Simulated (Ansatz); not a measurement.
CH3F3SSi (`F[Si](F)(F)CS`). Total charge 0; spin multiplicity 1. All single points use the PBE0-D4/def2-TZVP geometry. It is one conformer, not always the lowest.

```xyz
9

F    -1.396   -1.710    0.474
Si   -0.854   -0.275    0.826
F    -2.036    0.746    0.629
F    -0.464   -0.269    2.354
C     0.624    0.174   -0.179
S     0.268    0.172   -1.954
H     0.952    1.164    0.149
H     1.413   -0.545    0.060
H     1.493    0.542   -2.359
```

**Question.** What is the dipole moment at PBE/def2-TZVPP? (Estimate.)

**Answer.** Ansatz gave: 2.59 D, with components (2.48, 0.69, -0.23) D in this frame, pointing from negative to positive charge.

**Question.** And with r2SCAN, B3LYP, ωB97M-V? (An estimate is asked.)

**Answer.** Ansatz gave: r2SCAN 2.66 D, B3LYP 2.67 D, ωB97M-V 2.65 D.

**Question.** Give the Mulliken charges with PBE, ωB97M-V, r2SCAN in def2-TZVPP. (An estimate is asked.)

**Answer.** Computed: 
```csv
atom,PBE,ωB97M-V,r2SCAN
F1,-0.25,-0.28,-0.29
Si2,0.82,0.93,0.95
F3,-0.25,-0.28,-0.29
F4,-0.26,-0.29,-0.29
C5,-0.26,-0.35,-0.21
S6,-0.17,-0.13,-0.16
H7,0.13,0.15,0.10
H8,0.13,0.15,0.10
H9,0.11,0.11,0.09
```

B3LYP here is the variant with VWN-RPA as its local correlation; programs differ in this.
